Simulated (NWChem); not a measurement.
**Correlation energy of Zn**

```
Zn
```
Charge 0, spin multiplicity 1.

Everything below was run with NWChem.

Basis set: def2-QZVP. Each correlation energy counts from its own Hartree-Fock reference.

The correlated methods keep 9 core orbitals frozen. No row is a measurement; the coupled-cluster row has its own basis-set and correlation limits.

For the correlation energy, CCSD(T) gives -485.2 mHa and MP2 gives -510.5 mHa. What do CR-CCSD(T), CCSD+T(CCSD), CCSD give?

CR-CCSD(T): -482.2 mHa; CCSD+T(CCSD): -486.7 mHa; CCSD: -469.0 mHa.
